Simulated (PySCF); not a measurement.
InF2Cl, SMILES [In]([Cl])([F])[F]. The structure is a stationary point at B3LYP-D3(BJ)/def2-SVP. The def2 effective core potentials stand for the cores of In; spin–orbit coupling is left out.

Level of theory: PySCF with B3LYP-D3(BJ)/def2-SVP.

Harmonic wavenumbers (cm⁻¹): 98, 126, 128, 378, 612, 637. Rotational constants (GHz): 4.826, 2.291, 1.554; symmetry number 2.

Task: Work out the zero-point energy and the ideal-gas rigid-rotor harmonic-oscillator thermochemistry at 298.15 K and 1 atm.

Result: ZPE = ½ Σ hcν = ½ × 1979 cm⁻¹ = 11.83 kJ/mol. H − E(el) = 28.93 kJ/mol. Entropy in J/(mol K): translation 174.07, rotation 108.58, vibration 47.46, total 330.11. G − E(el) = -69.50 kJ/mol. Cp = 72.09 J/(mol K). Modes under 150 cm⁻¹ make the vibrational entropy uncertain.
